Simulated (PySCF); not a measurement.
**Basis and Hamiltonian dependence of the excitation energy of Tl⁺**

Tl⁺ [Xe] 4f14 5d10 6s2 (1S) → Tl⁺ [Xe] 4f14 5d10 6s1 6p1, s spin flipped. All values are computed (PySCF 2.14, energy differences of UHF-based or UKS calculations, no spin-orbit coupling). Values in eV.

```csv
basis,Hamiltonian,functions,UHF,PBE,PBE0,MP2 (valence)
aug-cc-pwCVDZ-PP with ECP60MDF,ECP,48,7.432,8.025,7.964,7.529
"aug-cc-pVTZ-PP with one added diffuse shell each of d, f type with ECP60MDF",ECP,67,7.405,7.999,7.933,7.487
x2c-TZVPPall,spin-free X2C,83,7.439,8.045,7.968,7.522
aug-cc-pwCVTZ-PP with ECP60MDF,ECP,96,7.389,7.988,7.923,7.483
```

Frozen in the all-electron rows: valence: [Xe] 4f14 5d10; with a core potential, the same shells as far as they lie outside it.

In the upper determinant the s electron has its spin opposite to the other open shell, which mixes two multiplicities.
